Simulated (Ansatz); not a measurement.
`B[Si](C)(C)C` and `B[Si](C)(C)F` differ in one atom or group.

Ansatz, PBE0-D4/def2-TZVP geometries, multiplicity 1. 

```
                               property  `B[Si](C)(C)C`
HOMO–LUMO gap (ωB97M-V/def2-TZVPP) / eV            9.55
      HOMO energy (PBE/def2-TZVPP) / eV           -6.32
  HOMO energy (ωB97M-V/def2-TZVPP) / eV           -9.72
    HOMO–LUMO gap (PBE/def2-TZVPP) / eV            3.24
      LUMO energy (PBE/def2-TZVPP) / eV           -3.08
     HOMO energy (PBE0/def2-TZVPP) / eV           -7.54
```

What does the change do to each property? (Best estimate.)

Ansatz gave: 
```json
{"property": "HOMO–LUMO gap (ωB97M-V/def2-TZVPP) / eV", "`B[Si](C)(C)F`": "9.61", "shift": "0.06"}
{"property": "HOMO energy (PBE/def2-TZVPP) / eV", "`B[Si](C)(C)F`": "-6.59", "shift": "-0.27"}
{"property": "HOMO energy (ωB97M-V/def2-TZVPP) / eV", "`B[Si](C)(C)F`": "-10.05", "shift": "-0.33"}
{"property": "HOMO–LUMO gap (PBE/def2-TZVPP) / eV", "`B[Si](C)(C)F`": "3.21", "shift": "-0.03"}
{"property": "LUMO energy (PBE/def2-TZVPP) / eV", "`B[Si](C)(C)F`": "-3.38", "shift": "-0.30"}
{"property": "HOMO energy (PBE0/def2-TZVPP) / eV", "`B[Si](C)(C)F`": "-7.87", "shift": "-0.33"}
```
